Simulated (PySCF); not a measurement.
## Vibration and rotation of AlBi⁻

BHandHLYP constants of AlBi⁻, ²Π (doublet), unpaired electrons π ↑ (Al def2-SVPD, Bi def2-SVPD with ECP60; scalar-relativistic core potentials (PySCF 2.14); masses 26.9815 and 208.9804 u):

- ωe: 308.1 cm⁻¹
- ωexe: 0.812 cm⁻¹
- Be: 0.10299 cm⁻¹
- αe: 0.000402 cm⁻¹
- D (centrifugal): 4.6e-08 cm⁻¹

Task: Give the vibrational terms G(v) and spacings up to v = 6.

Result: G(v) = ωe(v+½) − ωexe(v+½)².

```tsv
v	G(v) (cm⁻¹)	G(v) − G(v−1)	Bv (cm⁻¹)
0	153.8		0.1028
1	460.3	306.5	0.1024
2	765.2	304.9	0.1020
3	1068.4	303.2	0.1016
4	1370.0	301.6	0.1012
5	1670.0	300.0	0.1008
6	1968.3	298.4	0.1004
```

These are scalar-relativistic numbers at best; spin–orbit coupling would shift them, the dissociation energy most. The state is the lowest determinant that a PBE0 search found; another state may lie lower at other levels.
